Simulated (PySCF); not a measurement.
Start geometry of `CCO[Si@@H](O)COC(F)(F)F` from GFN2-xTB (Å):
```
atom  x, y, z in Å
C1     3.5168   -0.3179   -0.1819
C2     2.1851    0.1246    0.4051
O3     1.2394    0.2404   -0.6263
Si4   -0.3498    0.5462   -0.5978
O5    -0.8096    0.5805   -2.1394
C6    -1.2904   -0.9528    0.1401
O7    -2.7161   -0.9655   -0.1093
C8    -3.3832    0.0976    0.2427
F9    -4.6868   -0.1781    0.2764
F10   -3.0609    0.5801    1.4627
F11   -3.2562    1.1589   -0.5820
H12    3.8598    0.4082   -0.9138
H13    4.2582   -0.4068    0.6071
H14    3.4030   -1.2794   -0.6752
H15    2.2909    1.0957    0.9020
H16    1.8366   -0.6040    1.1456
H17   -0.6417    1.7718    0.1408
H18   -0.3038    1.0311   -2.8107
H19   -1.1385   -1.0370    1.2204
H20   -0.9579   -1.8830   -0.3193
```

Question: What comes out of this run: PBE0-D3(BJ)/def2-SVP geometry optimisation, gas phase (PySCF 2.14.0)?

Answer: 
```
atom  x, y, z in Å
C1     3.1873    0.0751   -0.9643
C2     2.5508    0.1147    0.4084
O3     1.2762   -0.4920    0.4125
Si4   -0.1448    0.2565    0.0400
O5    -0.1830    0.5762   -1.5861
C6    -1.4093   -1.0805    0.5147
O7    -2.6651   -1.0423   -0.1785
C8    -3.4282    0.0227    0.0117
F9    -4.5477   -0.1220   -0.6645
F10   -3.7215    0.2405    1.2949
F11   -2.8253    1.1612   -0.4269
H12    2.5760    0.6271   -1.6938
H13    4.1930    0.5221   -0.9378
H14    3.2773   -0.9636   -1.3154
H15    2.4819    1.1595    0.7692
H16    3.1730   -0.4308    1.1369
H17   -0.2808    1.5091    0.8382
H18   -0.9679    1.0316   -1.9065
H19   -1.5866   -1.1121    1.6030
H20   -0.9599   -2.0423    0.2313
```

The energy falls by 8.0 kcal/mol over 35 energy and gradient evaluations, the largest force component goes from 0.0326 to 2.1e-04 Eh/bohr, and the atoms move by 0.858 Å rms after alignment. The bond that changes most is Si4–O5 (oxygen-bound silicon to silanol oxygen), which lengthens by 0.049 Å. Bonds longer at the end by more than 0.005 Å: 14 of 19; shorter: 5. Among the angles that change most is O3–Si4–C6, from 109.9° to 101.4°. Among the dihedrals that turn most is H17–Si4–O5–H18, from 79° to -57°. Rotational constants go from 2288, 430.1, 403.2 to 2594, 424.3, 403.7 MHz. The orientation of the end geometry is arbitrary; only internal coordinates are fixed.

The run used 203 basis functions and 251 SCF cycles in all.

Whether it is a minimum is left open (no frequencies). One conformer, not necessarily the lowest.
